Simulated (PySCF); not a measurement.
C₂H₇NSi₂, SMILES N#CC[SiH2][SiH3]. Atoms are numbered in the order given.

```xyz
12

N      2.2771    -1.3142     0.8138
C      1.7177    -0.3003     0.8775
C      0.9657     0.9435     0.9026
Si    -0.2939     1.0510    -0.5484
Si    -1.6756    -0.8507    -0.5446
H      1.6562     1.8014     0.8500
H      0.4159     1.0224     1.8553
H     -1.0830     2.3016    -0.3438
H      0.4686     1.1634    -1.8245
H     -2.2864    -1.0048     0.8091
H     -2.7631    -0.6841    -1.5526
H     -0.8752    -2.0642    -0.8686
```
Charge 0, spin multiplicity 1.

Geometry: B3LYP-D3(BJ)/def2-SVP. The structure was generated by enumeration, and PubChem lists no compound with its InChIKey, so it may never have been made. The values are those of a single conformer.

Calculation: B3LYP/def2-TZVP run with PySCF.

Isolated molecule, no solvent.

Computed frontier levels, gap, dipole moment and polarisability:
The highest occupied level is -8.34 eV, the lowest empty level is -0.63 eV and the orbital gap comes out as 7.72 eV. The dipole moment comes out as 3.84 D and the quadrupole, principal values (traceless, Buckingham form, about the centre of nuclear charge) is -14.97, 4.80, 10.17 D·Å. The mean static polarisability is 83.3 bohr³ (12.35 Å³). The polarisability, principal values is 69.8, 89.1, 91.1 bohr³.
